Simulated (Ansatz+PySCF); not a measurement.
The numbers below are computed, except where a source is named.
This PySCF input gave a total energy of -2572.68491 hartree.

```python
from pyscf import gto, scf

mol = gto.M(atom="""
H 0.000000 0.000000 -1.382560
Br 0.000000 0.000000 0.039500
""", basis='def2-svp', charge=0, spin=0)
mf = scf.UHF(mol)
mf.init_guess = 'huckel'
mf.kernel()
while True:  # follow internal instabilities
    mo, _, stable, _ = mf.stability(return_status=True)
    if stable: break
    mf.kernel(mf.make_rdm1(mo, mf.mo_occ))
print(mf.converged, mf.e_tot, mf.spin_square()[0])
```

(1) Write an input for Ansatz with the same method and basis set.

Results:

(1)

```yaml
crystal:
  periodic: [false, false, false]
  atoms:
    - { symbol: H, position_ang: [0.0, 0.0, -1.38256] }
    - { symbol: Br, position_ang: [0.0, 0.0, 0.0395] }
basis:
  gaussian: { orbitals: def2-SVP }
magnetization:
  spin_polarized: true
hamiltonian:
  xc: hf
```

Ansatz (development build ahead of 0.2.0) gave -2572.68491 hartree, 0.03 meV from the first.
